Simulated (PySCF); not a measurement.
**Basis and Hamiltonian dependence of the excitation energy of Mn**

Mn [Ar] 3d5 4s2 (6S) → Mn [Ar] 3d4 4s2 4p1 (high-spin determinant). All values are computed (PySCF 2.14, energy differences of UHF-based or UKS calculations, no spin-orbit coupling). Values in eV.

```csv
basis,Hamiltonian,functions,UHF,r2SCAN,PBE0,MP2 (valence)
aug-cc-pVDZ-DK,spin-free X2C,59,7.879,8.823,8.637,8.356
ANO-RCC-VTZP,spin-free X2C,59,7.873,8.745,8.566,8.369
aug-cc-pVDZ,non-relativistic,59,8.195,9.128,8.947,8.675
x2c-TZVPPall,spin-free X2C,64,7.854,8.753,8.599,8.325
def2-TZVPPD,non-relativistic,67,8.068,8.990,8.827,8.571
"x2c-TZVPPall with one added diffuse shell each of s, p, d, f type",spin-free X2C,80,7.762,8.695,8.530,8.224
aug-cc-pVTZ-DK,spin-free X2C,93,7.737,8.678,8.497,8.188
dyall-av2z,non-relativistic,101,8.090,9.015,8.834,8.540
aug-cc-pwCVTZ,non-relativistic,127,8.027,8.951,8.781,8.506
"x2c-QZVPPall with one added diffuse shell each of s, p, d, f, g type",spin-free X2C,128,7.740,8.688,8.519,8.200
"aug-cc-pwCVTZ-DK with one added diffuse shell each of s, p, d, f, g type",spin-free X2C,152,7.726,8.666,8.492,8.182
```

Question: Estimate the row for def2-QZVPPD (non-relativistic, 100 functions).

Answer: From the rows with the same Hamiltonian and similar size; the calculation gives UHF 8.04; r2SCAN 8.97; PBE0 8.81; MP2 (valence) 8.52 (eV).

Frozen in the all-electron rows: valence: [Ar].

One determinant mixes LS terms of the configuration, so the numbers do not refer to single terms. Non-relativistic rows lack the scalar-relativistic shift. The upper state lies above the first ionisation limit, where it may autoionise and the basis confines it.
